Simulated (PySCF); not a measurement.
An equivalent PySCF input for Sn³³⁺ (tin, charge +33), [Ne] 3s2 3p5, 2P determinant, with scalar relativity by spin-free X2C-1e:

```python
from pyscf import gto, scf, dft, mp, cc
mol = gto.M(atom="Sn 0 0 0", charge=33, spin=1, symmetry="D2h",
            basis=gto.etbs([(0, 18, 5, 2.5), (1, 12, 6.5, 2.5), (2, 5, 30, 2.7), (3, 4, 45, 2.7)]),
            nucmod="G")
mf = scf.UHF(mol).sfx2c1e()
mf.irrep_nelec = {'Ag': (3, 3), 'B1u': (2, 2), 'B2u': (2, 2), 'B3u': (2, 1)}
mf.kernel()
```

It reaches the same state as the run whose output follows, and the same energy. The run itself started from symmetry-adapted Hartree-Fock orbitals and held the occupation by maximum overlap, so the iterations belong to that start.

```
SCF conv_tol = 1e-09
number electrons alpha = 9  beta = 8
cycle= 1 E= -5341.25661352426  delta_E= -0.00784  |g|= 0.0637  |ddm|= 0.0342
cycle= 2 E= -5341.25681195981  delta_E= -0.000198  |g|= 0.0112  |ddm|= 0.00564
cycle= 3 E= -5341.25681840919  delta_E= -6.45e-06  |g|= 0.000123  |ddm|= 0.0012
cycle= 4 E= -5341.25681840959  delta_E= -4.07e-10  |g|= 5.43e-06  |ddm|= 8.83e-06
converged SCF energy = -5341.25681840959  <S^2> = 0.75074839  2S+1 = 2.0007482
```

Spin-orbit coupling, absent here, splits the open shell strongly.
